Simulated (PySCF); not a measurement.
Isomers of C2H3NSi. Isolated molecules, 0 K electronic values unless said otherwise. Strings in code marks are SMILES.

The T1 excitation (TDA) from two functionals at the same geometries (B3LYP-D3(BJ)/def2-TZVP), both in PySCF: PBE-D3(BJ)/def2-TZVP and B3LYP-D3(BJ)/def2-TZVP. B3LYP has the VWN-RPA correlation part, as in Gaussian. Excitations are Tamm–Dancoff values on a coarser integration grid. The basis has no diffuse functions, so Rydberg states are missing or too high.

```
species            PBE-D3(BJ)/def2-TZVP (eV)  B3LYP-D3(BJ)/def2-TZVP (eV)
-----------------  -------------------------  ---------------------------
`C#CN=[SiH2]`                           1.88                         2.11
`C=[si]1cn1`                            2.73                         2.90
`C=[SiH]C#N`                            2.43                         2.45
`N=[si]1cc1`                            3.72                         4.16
`[H]/N=[SiH]/C#C`                       3.00                         3.08
```

Over these rows, drawn at random from the members with no instability flagged (it was tested for open shells, ions and some series alone), PBE minus B3LYP-D3(BJ): mean -0.19 eV, from -0.44 eV to -0.02 eV.
